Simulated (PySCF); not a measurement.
Zn(SeH)(SiH3) (H₄SeSiZn), SMILES [SiH3][Zn][SeH].

Coordinates come from a B3LYP-D3(BJ)/def2-SVP optimisation. Other conformers were not sampled.

The numbers are results of PBE/def2-TZVPD in PySCF, not measurements.

Computed frontier levels, gap, dipole moment and polarisability:
The highest occupied level is -5.85 eV and the lowest empty level comes out as -2.02 eV. The orbital gap is 3.84 eV and the dipole moment is 1.01 D. The quadrupole, principal values (traceless, Buckingham form, about the centre of nuclear charge) is -7.01, 0.20, 6.82 D·Å and the mean static polarisability comes out as 98.9 bohr³ (14.66 Å³). The polarisability, principal values is 74.9, 76.5, 145.4 bohr³.
